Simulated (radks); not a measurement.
The numbers below are computed, except where a source is named.
Numerical settings for the argon ion Ar+, [Ne] 3s2 3p5. Level of theory: scalar-relativistic Kohn-Sham, SCAN, spin-unpolarised, spherical densities, finite nucleus; meta-GGA in the generalised Kohn-Sham scheme; Fermi nuclear charge, rms radius 3.4274 fm (a radial shooting solver on a logarithmic mesh with Libxc functionals). The defaults (mesh step 0.008 in ln r, mesh end at 40 bohr or more with all orbitals vanishing there, Anderson mixing 0.5 over 9 steps, residual threshold near 1e-9 with the energy settled to 1e-9 hartree or 1e-11 of itself, here a cap of 95 iterations) give E = -528.880 hartree and 3p at -22.569 eV in 17 iterations. Run on one thread of a shared host, so times are rough (Arm Neoverse N1): 0.1 s of CPU time, 0.1 s wall, 17 iterations on 2189 mesh points. Changes against that run (0 stands for a change within the tolerance of the run):

setting                    iterations         converged  E (mhartree)  e(3p) (meV)  CPU (s)
mesh step in ln r 0.03             13               yes         -18.4        +11.2     0.03
mesh step in ln r 0.012            16               yes         -3.71       +0.435     0.07
mesh step in ln r 0.05             13               yes         -12.8        +13.8     0.02
mesh end (bohr) 12                 17               yes        +0.744      +0.0445      0.1
mesh end (bohr) 2                  18  level above zero     +4.76e+03    +3.74e+04     0.08
residual threshold 0.01            12               yes             0      +0.0166     0.08
residual threshold 0.1             12               yes             0      +0.0166     0.08
mixing 0.05                        27               yes             0     +0.00529     0.15
linear mixing, mixing 0.5          75                no      diverged            -     0.57
linear mixing, mixing 1            86                no      diverged            -     0.71
mixing history 3                   23               yes             0            0     0.12
iteration cap 2                     2                no          +130    -1.04e+04     0.02

Settled on a wrong energy, with an occupied level pushed above zero by the early mesh end: mesh end (bohr) 2 (+4.76 hartree). Apart from these: settings that end as converged yet miss the energy by more than 1 mhartree: mesh step in ln r 0.03 (-0.0184 hartree); mesh step in ln r 0.012 (-0.00371 hartree); mesh step in ln r 0.05 (-0.0128 hartree). A mesh that ends early acts as a hard wall.
